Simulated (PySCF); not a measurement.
**Working out the ionisation energy of Sn**

Sn [Kr] 4d10 5s2 5p2 (3P) → Sn⁺ [Kr] 4d10 5s2 5p1 (2P). Calculation: PySCF 2.14, in aug-cc-pVTZ-DK3 (8s7p5d2f, 68 functions); the spin-free X2C one-electron Hamiltonian (Gaussian nucleus). Frozen: [Kr] 4d10. Energies in hartree (1 hartree = 27.21139 eV):

```json
{"part": "UHF", "Sn (lower)": "-6173.522416", "Sn⁺ (upper)": "-6173.270647"}
{"part": "MP2 opposite-spin", "Sn (lower)": "-0.035745", "Sn⁺ (upper)": "-0.029914"}
{"part": "MP2 same-spin", "Sn (lower)": "-0.007601", "Sn⁺ (upper)": "-0.002230"}
```

Task: What does Hartree-Fock give?

Result: (-6173.270647) − (-6173.522416) = 0.251769 hartree = 6.851 eV.

Task: What do MP2 and SCS-MP2 (6/5 opposite-spin, 1/3 same-spin) give?

Result: The opposite-spin parts differ by 0.159 eV and the same-spin parts by 0.146 eV. MP2: 6.851 + (0.159) + (0.146) = 7.156 eV. SCS-MP2: 6.851 + 1.2 × (0.159) + (0.146)/3 = 7.090 eV.

Measured between the centres of the two terms (NIST): 7.389 eV, so MP2 (valence) is off by -0.233 eV.

What remains against the reference includes basis incompleteness, the frozen core and correlation beyond second order.
